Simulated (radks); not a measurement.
Species: the niobium ion Nb+. Configuration: [Kr] 4d4. Method: scalar-relativistic Kohn-Sham, PBE, spin-polarised, spherical densities, finite nucleus; open shells are filled with parallel spins first (spin-orbit coupling, left out, can overturn this in heavy ions); Fermi nuclear charge, rms radius 4.324 fm; computed with a radial shooting solver on a logarithmic mesh with Libxc functionals. Some entries of the table are withheld. Estimate them.

| orbital | occ. | eigenvalue (eV) | <r> (bohr) | <1/r> (bohr^-1) |
|---|---|---|---|---|
| 1s down | 1 | -18814.01 | 0.03609 | 42.40 |
| 1s up | 1 | -18813.99 | 0.03609 | 42.40 |
| 2s up | 1 | -2636.824 | 0.1581 | 9.526 |
| 2s down | 1 | -2636.493 | 0.1580 | 9.527 |
| 2p up | 3 | -2355.079 | 0.1377 | 9.272 |
| 2p down | 3 | -2354.837 | 0.1377 | 9.273 |
| 3s up | 1 | -444.9368 | 0.4432 | 3.252 |
| 3s down | 1 | -444.7666 | 0.4432 | 3.252 |
| 3p up | 3 | -352.8463 | 0.4458 | 3.091 |
| 3p down | 3 | -352.6557 | 0.4458 | 3.090 |
| 3d up | 5 | (1) | 0.4331 | 2.854 |
| 3d down | 5 | (2) | 0.4330 | 2.854 |
| 4s up | 1 | -65.3389 | 1.165 | 1.165 |
| 4s down | 1 | -63.3202 | 1.155 | 1.177 |
| 4p up | 3 | -41.6483 | 1.310 | 1.022 |
| 4p down | 3 | -39.3230 | 1.298 | 1.034 |
| 4d up | 4 | -10.1500 | 2.032 | 0.6604 |
| 4d down | 0 | -7.4839 | 2.071 | 0.6558 |

Answer. 
(1) 3d up eigenvalue (eV): -202.3424
(2) 3d down eigenvalue (eV): -202.0398
